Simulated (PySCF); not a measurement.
Electronic structure of Xe⁺ (xenon, charge +1) at the UHF level

Configuration: [Kr] 4d10 5s2 5p5, 2P determinant. Computed with PySCF 2.14 in x2c-SVPall (6s5p3d, 36 functions), with scalar relativity by spin-free X2C-1e.

```json
{
  "Total energy": "-7442.239044 hartree",
  "One-electron energy": "-10174.1704 hartree",
  "Hartree (Coulomb) energy": "2917.5411 hartree",
  "Exchange energy": "-185.6097 hartree",
  "⟨S²⟩": "0.7551",
  "⟨L²⟩": "2.016",
  "Sum of ⟨r⟩": "35.68 bohr",
  "Sum of ⟨r²⟩": "51.69 bohr²",
  "Traceless quadrupole moment −½Σ⟨3z² − r²⟩ along its main axis": "2.32 e·bohr²",
  "Langevin diamagnetic susceptibility": "-40.9 ×10⁻⁶ cm³/mol",
  "Time after the integrals": "0.1 s of wall time on 1 thread of Neoverse-V1 (shared host)"
}
```

| shell | electrons | mean orbital energy (eV) | spread (eV) | rms radius, mean of both spins (bohr) |
| --- | --- | --- | --- | --- |
| 1s α | 1 | -34733.3 | 0 | 0.0305 |
| 1s β | 1 | -34733.2 | 0 | 0.0305 |
| 2s α | 1 | -5515.8 | 0 | 0.124 |
| 2s β | 1 | -5515.7 | 0 | 0.124 |
| 2p α | 3 | -4948.9 | 0.123 | 0.111 |
| 2p β | 3 | -4948.8 | 0.054 | 0.111 |
| 3s α | 1 | -1180.5 | 0 | 0.326 |
| 3s β | 1 | -1180.4 | 0 | 0.326 |
| 3p α | 3 | -992.37 | 0.321 | 0.326 |
| 3p β | 3 | -992.23 | 0.029 | 0.326 |
| 3d α | 5 | -711.33 | 0.279 | 0.304 |
| 3d β | 5 | -711.27 | 0.179 | 0.304 |
| 4s α | 1 | -240.01 | 0 | 0.762 |
| 4s β | 1 | -239.74 | 0 | 0.762 |
| 4p α | 3 | -177.62 | 0.795 | 0.815 |
| 4p β | 3 | -177.31 | 0.114 | 0.815 |
| 4d α | 5 | -83.082 | 0.867 | 0.948 |
| 4d β | 5 | -82.859 | 0.522 | 0.948 |
| 5s α | 1 | -37.853 | 0 | 1.97 |
| 5s β | 1 | -35.145 | 0 | 1.97 |
| 5p α | 3 | -22.081 | 1.681 | 2.36 |
| 5p β | 2 | -20.907 | 0 | 2.36 |

Densities and radii are taken from the X2C orbitals without a picture-change correction, which distorts them close to the nucleus.
